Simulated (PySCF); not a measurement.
**BiC: energy against distance**

Set-up: PySCF, scalar-relativistic core potentials, basis sets Bi cc-pVTZ-PP with ECP60, C cc-pVTZ. Energies in eV from Bi + C in their ground configurations at the same level. State: Ms = 0.5 determinant of mixed spin (⟨S²⟩ near 1.2), unpaired electrons σ ↑.

All columns are PBE0. A positive dipole means Bi(−)C(+).

| R (Å) | E (eV) | μ (D) | Mulliken charge on Bi (basis-dependent) | HOMO (eV) | LUMO (eV) | Mayer bond order | ⟨S²⟩ |
| --- | --- | --- | --- | --- | --- | --- | --- |
| 1.711 | -1.583 | -2.31 | 0.22 | -7.16 | -3.38 | 3.04 | 0.80 |
| 1.791 | -2.315 | -2.40 | 0.22 | -6.95 | -3.52 | 2.93 | 0.84 |
| 1.871 | -2.693 | -2.45 | 0.23 | -6.75 | -3.62 | 2.77 | 0.94 |
| 1.930 | -2.814 | -2.45 | 0.24 | -6.63 | -3.68 | 2.60 | 1.06 |
| 1.990 | -2.839 | -2.43 | 0.25 | -6.55 | -3.72 | 2.40 | 1.23 |
| 2.050 | -2.798 | -2.43 | 0.26 | -6.48 | -3.76 | 2.19 | 1.39 |
| 2.129 | -2.673 | -2.45 | 0.27 | -6.44 | -3.81 | 1.95 | 1.60 |
| 2.229 | -2.447 | -2.54 | 0.28 | -6.41 | -3.87 | 1.69 | 1.82 |
| 2.348 | -2.123 | -2.71 | 0.30 | -6.42 | -3.95 | 1.46 | 2.02 |
| 2.507 | -1.665 | -3.00 | 0.31 | -6.48 | -4.04 | 1.25 | 2.21 |

A fit through these points gives, at Re = 1.980 Å, μ = -2.44 D and dμ/dR = 0.214 D/Å; the reduced mass is 11.35 u.

Question: How strong is the fundamental in the double-harmonic approximation, I = 42.26·(dμ/dR)²/μred km/mol?

Answer: I = 42.26·(0.214)²/11.35 = 0.171 km/mol at PBE0.

⟨S²⟩ of the unrestricted solution departs from its pure value on part of the curve, where spin states mix. Spin–orbit coupling is left out, which matters for elements this heavy, above all for dissociation energies. The state is the lowest determinant that a PBE0 search found; another state may lie lower at other levels.
